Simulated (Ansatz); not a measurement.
CH$_{10}$B$_{2}$Si$_{2}$, SMILES `B[SiH2]B[SiH2]C` at its PBE0-D4/def2-TZVP geometry, where that method's forces vanish. The species carries charge 0 and has multiplicity 1.

```xyz
15

B    -1.7506   -1.3457    1.2820
Si   -0.1967   -1.9133    0.1442
B     1.1427   -0.5293    0.7013
Si    1.2651    1.2720   -0.1715
C    -0.1747    1.7135   -1.2887
H    -1.9623   -1.8496    2.3445
H    -2.4528   -0.4415    0.9369
H     0.2345   -3.3136    0.4149
H    -0.5395   -1.7768   -1.3021
H     1.8772   -0.7808    1.6130
H     1.4533    2.3413    0.8545
H     2.5303    1.2145   -0.9711
H    -1.1066    1.7600   -0.7199
H    -0.0210    2.6847   -1.7637
H    -0.2990    0.9647   -2.0744
```

**Question.** What forces (eV/Å) does B3LYP-D4/def2-TZVPP give on these atoms in the Gaussian-basis code of Ansatz? (Best estimate.)

**Answer.** Computed: 
```
B1  -0.125  0.021  0.068
Si2 -0.005 -0.072 -0.061
B3   0.102 -0.026  0.087
Si4  0.181  0.034  0.090
C5  -0.084  0.021 -0.064
H6   0.018  0.066 -0.111
H7   0.077 -0.096  0.051
H8  -0.027  0.080 -0.025
H9   0.027 -0.019  0.087
H10 -0.083  0.031 -0.100
H11 -0.015 -0.053 -0.063
H12 -0.071  0.012  0.037
H13  0.036  0.001 -0.043
H14 -0.023 -0.047  0.014
H15 -0.007  0.046  0.033
```

B3LYP here is the variant with VWN-RPA as its local correlation; programs differ in this.
